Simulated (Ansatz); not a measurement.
Born–Oppenheimer molecular dynamics of Cl3FH2OTi (8 atoms, charge 0, multiplicity 1). It starts at the highest image of a converged band, a first-order saddle point between two minima.

All numbers below come from RKS B3LYP-D4/def2-SVP (Ansatz 0.2.0).

```
ensemble                      : NVE (velocity Verlet)
time step                     : 0.5 fs
steps asked                   : 200
starting velocities drawn for : 100 K
seed                          : 5118
```

Frames 0.5 fs apart, positions in Å, forces in eV/Å.

Velocities at 15 fs (Å/ps):

```
Ti 0.59 0.72 1.10
F 0.98 -0.13 -0.88
Cl 0.73 -0.25 0.54
Cl -0.15 -0.34 -1.91
Cl -0.42 1.38 -0.81
O -2.23 -2.60 3.19
H -1.96 -1.34 7.47
H -14.80 -16.53 -17.07
```

```xyz
8
Properties=species:S:1:pos:R:3:forces:R:3 time_fs=15 energy_less_start_eV=-0.005 T=107
Ti -0.354 0.070 -0.165 0.71 0.72 1.00
F -0.334 0.781 1.789 0.65 0.22 -0.78
Cl 1.735 -0.604 0.028 -0.41 0.11 -0.12
Cl -0.486 2.029 -1.130 0.03 -0.25 0.14
Cl -1.083 -1.262 -1.764 -0.07 -0.04 0.16
O -1.843 -0.507 1.015 -0.99 -0.88 -0.21
H -2.412 -1.292 1.079 0.16 0.23 -0.04
H -1.387 0.011 1.830 -0.08 -0.11 -0.15
8
Properties=species:S:1:pos:R:3:forces:R:3 time_fs=15.5 energy_less_start_eV=-0.010 T=113
Ti -0.354 0.070 -0.165 0.75 0.76 1.03
F -0.333 0.780 1.788 0.68 0.22 -0.86
Cl 1.735 -0.604 0.028 -0.42 0.12 -0.13
Cl -0.486 2.029 -1.131 0.04 -0.26 0.14
Cl -1.083 -1.261 -1.764 -0.07 -0.04 0.17
O -1.844 -0.508 1.016 -1.06 -0.95 -0.40
H -2.412 -1.292 1.083 0.14 0.20 -0.02
H -1.395 0.002 1.822 -0.06 -0.05 0.08
8
Properties=species:S:1:pos:R:3:forces:R:3 time_fs=16 energy_less_start_eV=-0.013 T=116
Ti -0.354 0.071 -0.164 0.80 0.80 1.05
F -0.333 0.780 1.788 0.70 0.21 -0.94
Cl 1.736 -0.605 0.029 -0.42 0.12 -0.13
Cl -0.486 2.029 -1.132 0.04 -0.27 0.14
Cl -1.084 -1.260 -1.765 -0.08 -0.04 0.18
O -1.846 -0.510 1.018 -1.11 -0.99 -0.62
H -2.413 -1.292 1.087 0.10 0.14 0.00
H -1.402 -0.006 1.813 -0.03 0.02 0.33
8
Properties=species:S:1:pos:R:3:forces:R:3 time_fs=16.5 energy_less_start_eV=-0.013 T=117
Ti -0.353 0.071 -0.163 0.83 0.84 1.07
F -0.332 0.780 1.787 0.72 0.20 -1.01
Cl 1.736 -0.605 0.029 -0.43 0.12 -0.14
Cl -0.486 2.029 -1.133 0.04 -0.27 0.14
Cl -1.084 -1.260 -1.765 -0.08 -0.04 0.19
O -1.847 -0.511 1.019 -1.15 -1.01 -0.85
H -2.413 -1.292 1.090 0.03 0.05 0.02
H -1.410 -0.015 1.805 0.02 0.11 0.58
8
Properties=species:S:1:pos:R:3:forces:R:3 time_fs=17 energy_less_start_eV=-0.013 T=116
Ti -0.353 0.072 -0.162 0.86 0.87 1.09
F -0.331 0.780 1.786 0.73 0.19 -1.08
Cl 1.736 -0.605 0.029 -0.43 0.12 -0.14
Cl -0.486 2.028 -1.134 0.04 -0.27 0.14
Cl -1.084 -1.259 -1.766 -0.08 -0.03 0.20
O -1.849 -0.513 1.021 -1.17 -1.02 -1.07
H -2.413 -1.291 1.094 -0.04 -0.06 0.04
H -1.417 -0.023 1.799 0.08 0.21 0.82
8
Properties=species:S:1:pos:R:3:forces:R:3 time_fs=17.5 energy_less_start_eV=-0.012 T=116
Ti -0.353 0.072 -0.162 0.88 0.89 1.12
F -0.330 0.781 1.785 0.74 0.18 -1.14
Cl 1.736 -0.605 0.029 -0.43 0.11 -0.15
Cl -0.486 2.028 -1.135 0.04 -0.28 0.14
Cl -1.084 -1.258 -1.766 -0.08 -0.03 0.21
O -1.851 -0.515 1.022 -1.16 -1.00 -1.26
H -2.413 -1.291 1.098 -0.12 -0.17 0.05
H -1.425 -0.031 1.795 0.13 0.29 1.02
8
Properties=species:S:1:pos:R:3:forces:R:3 time_fs=18 energy_less_start_eV=-0.014 T=118
Ti -0.352 0.073 -0.161 0.88 0.91 1.15
F -0.329 0.781 1.784 0.73 0.16 -1.19
Cl 1.737 -0.605 0.030 -0.43 0.11 -0.15
Cl -0.486 2.028 -1.135 0.04 -0.28 0.15
Cl -1.085 -1.258 -1.766 -0.08 -0.03 0.22
O -1.853 -0.517 1.023 -1.14 -0.95 -1.39
H -2.414 -1.291 1.102 -0.19 -0.27 0.06
H -1.432 -0.038 1.793 0.18 0.35 1.15
8
Properties=species:S:1:pos:R:3:forces:R:3 time_fs=18.5 energy_less_start_eV=-0.020 T=126
Ti -0.351 0.074 -0.160 0.88 0.91 1.18
F -0.328 0.781 1.782 0.72 0.14 -1.22
Cl 1.737 -0.605 0.030 -0.43 0.11 -0.16
Cl -0.487 2.027 -1.136 0.04 -0.28 0.15
Cl -1.085 -1.257 -1.767 -0.07 -0.02 0.23
O -1.855 -0.519 1.024 -1.09 -0.89 -1.43
H -2.415 -1.291 1.106 -0.25 -0.35 0.07
H -1.439 -0.044 1.794 0.20 0.38 1.19
8
Properties=species:S:1:pos:R:3:forces:R:3 time_fs=19 energy_less_start_eV=-0.030 T=140
Ti -0.351 0.074 -0.159 0.86 0.91 1.21
F -0.327 0.781 1.781 0.69 0.11 -1.25
Cl 1.737 -0.605 0.030 -0.42 0.11 -0.16
Cl -0.487 2.027 -1.137 0.05 -0.28 0.15
Cl -1.085 -1.256 -1.767 -0.07 -0.02 0.24
O -1.857 -0.522 1.024 -1.02 -0.81 -1.37
H -2.417 -1.293 1.110 -0.28 -0.39 0.06
H -1.445 -0.049 1.797 0.19 0.36 1.12
8
Properties=species:S:1:pos:R:3:forces:R:3 time_fs=19.5 energy_less_start_eV=-0.045 T=159
Ti -0.350 0.075 -0.158 0.83 0.90 1.24
F -0.326 0.781 1.780 0.66 0.08 -1.27
Cl 1.737 -0.605 0.030 -0.42 0.11 -0.16
Cl -0.487 2.027 -1.138 0.05 -0.27 0.15
Cl -1.085 -1.256 -1.767 -0.07 -0.01 0.25
O -1.860 -0.524 1.024 -0.93 -0.72 -1.21
H -2.419 -1.295 1.114 -0.27 -0.39 0.04
H -1.451 -0.053 1.804 0.15 0.31 0.96
8
Properties=species:S:1:pos:R:3:forces:R:3 time_fs=20 energy_less_start_eV=-0.063 T=181
Ti -0.349 0.076 -0.157 0.79 0.88 1.27
F -0.325 0.781 1.778 0.63 0.06 -1.27
Cl 1.737 -0.605 0.030 -0.41 0.11 -0.16
Cl -0.487 2.026 -1.139 0.05 -0.27 0.15
Cl -1.086 -1.255 -1.768 -0.06 0.00 0.26
O -1.863 -0.527 1.024 -0.85 -0.63 -0.97
H -2.422 -1.298 1.119 -0.24 -0.35 0.01
H -1.456 -0.057 1.812 0.10 0.22 0.71
8
Properties=species:S:1:pos:R:3:forces:R:3 time_fs=20.5 energy_less_start_eV=-0.080 T=202
Ti -0.349 0.077 -0.156 0.74 0.86 1.29
F -0.323 0.781 1.776 0.59 0.03 -1.27
Cl 1.737 -0.605 0.030 -0.41 0.11 -0.16
Cl -0.487 2.026 -1.140 0.05 -0.27 0.15
Cl -1.086 -1.254 -1.768 -0.05 0.00 0.28
O -1.865 -0.530 1.024 -0.77 -0.56 -0.68
H -2.425 -1.303 1.123 -0.18 -0.28 -0.02
H -1.461 -0.060 1.823 0.03 0.11 0.41
```

Of the whole run (100 fs, mean temperature of the second half 452 K): The conserved energy stayed within 0.11 meV per atom of its start (net change -0.031 meV per atom), so the integration is sound. The kinetic energy rose, since the run started high on the potential surface and went downhill. A run of 0.1 ps of so small a system gives no equilibrium averages. The orbitals stay closed-shell, which can raise the energy where a bond breaks towards radicals; this wasn't checked here.

Time of the run: 11 min on 4 threads of Arm Neoverse V1, with other jobs on the host, peak memory 0.37 GiB.
